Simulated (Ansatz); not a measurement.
`C=CBI` + `C=NC` → `C=NBI` + propene at 400 K and 1 bar (formal exchange of groups at a B–C bond).

Calculated with Ansatz (gas phase, PBE0-D4/def2-TZVP geometries, no zero-point term in ΔE). CCSD(T)/CBS is the MP2 limit (def2-TZVPP, def2-QZVPP) plus CCSD(T) − MP2 in def2-TZVPP, frozen cores. Elements past krypton have def2 core potentials. For I outer-core shells are correlated without core-valence functions, which leaves a few kJ/mol of doubt a bond. Each species was taken in one conformer, which may not be the lowest.

| species | CCSD(T)/CBS energy (Eh) | H − E (kJ/mol) | S (J/(mol·K)) |
| --- | --- | --- | --- |
| `C=CBI` | -400.74733 | 170.4 | 342.6 |
| `C=NC` | -133.77870 | 198.2 | 278.7 |
| `C=NBI` | -416.81780 | 139.3 | 339.0 |
| `C=CC` | -117.74610 | 229.7 | 285.2 |

H − E and S are ideal-gas, rigid-rotor, harmonic terms from PBE0-D4/def2-TZVP, for one conformer and one mirror image of each species. 1 Eh = 2625.50 kJ/mol, R = 8.31446 J/(mol·K).

Problem. By hand: ΔE, ΔH, ΔS and ΔG.

Solution. ΔE = (-416.81780) + (-117.74610) − (-400.74733) − (-133.77870) = -0.03787 Eh = -99.4 kJ/mol. Δ(H − E) = 139.3 + 229.7 − 170.4 − 198.2 = 0.4, so ΔH = -99.0 kJ/mol. ΔS = 339.0 + 285.2 − 342.6 − 278.7 = 2.9 J/(mol·K). ΔG = -99.0 − 400 × (2.9)/1000 = -100.2 kJ/mol.

Problem. By hand: the equilibrium constant, and the temperature at which ΔG would vanish if ΔH and ΔS stayed fixed.

Solution. log₁₀ K = −ΔG/(RT ln 10) = 13.1. ΔH and −TΔS have one sign here, so there is no such temperature. One of them is within its doubt of zero, so this could turn.

The number of gas molecules stays the same, so ΔS is small and ΔH decides. A doubt of 5 kJ/mol in ΔE shifts log₁₀ K by 0.7 here. Other conformers and mirror images would add mixing entropy, several J/(mol·K) or more a flexible species. These are equilibria of isolated gas molecules and say nothing of rates. Largest T1 diagnostic: 0.013 (customary marks: 0.02 for closed shells, 0.045 for open ones).
